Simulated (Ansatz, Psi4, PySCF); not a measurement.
Al, charge -1, triplet. Base run: CCSD(T)/aug-cc-pVDZ run with PySCF.

Here is a job for PySCF.
```python
from pyscf import gto, scf, cc

mol = gto.M(
    atom='''
Al    0.00000000    0.00000000    0.00000000
''',
    basis='aug-cc-pvdz',
    charge=-1,
    spin=2,
    verbose=4,
)

mf = scf.UHF(mol)
mf.kernel()

mycc = cc.CCSD(mf)
mycc.kernel()
et = mycc.ccsd_t()
print('E(CCSD(T)) = %.10f' % (mycc.e_tot + et))
```

The same geometry, method and basis name were run in Ansatz (a program for electronic structure) and Psi4 and PySCF, at each program's defaults and at the settings that a row names. The base is PySCF at its defaults. Differences at the defaults can come from grids, fitting, cores and function types together.

```csv
code and settings,ΔE vs base (mEh),basis functions,E (Eh),SCF cycles
"PySCF, defaults (exact integrals, spherical functions, all electrons correlated)",0.000,27,-241.94062,9
"Psi4, defaults (exact integrals, spherical functions, all electrons correlated)",0.000,27,-241.94062,15
"Ansatz, defaults (factorised integrals, spherical functions, frozen core)",4.539,27,-241.93608,-
"PySCF, frozen core",4.539,27,-241.93608,9
"Psi4, exact integrals, spherical functions, frozen core",4.539,27,-241.93608,15
"Ansatz, high accuracy, frozen core",4.539,27,-241.93608,-
```

Open shells are given as the SCF converged; they aren't shown to be the lowest states, and a large step between rows can be another state.
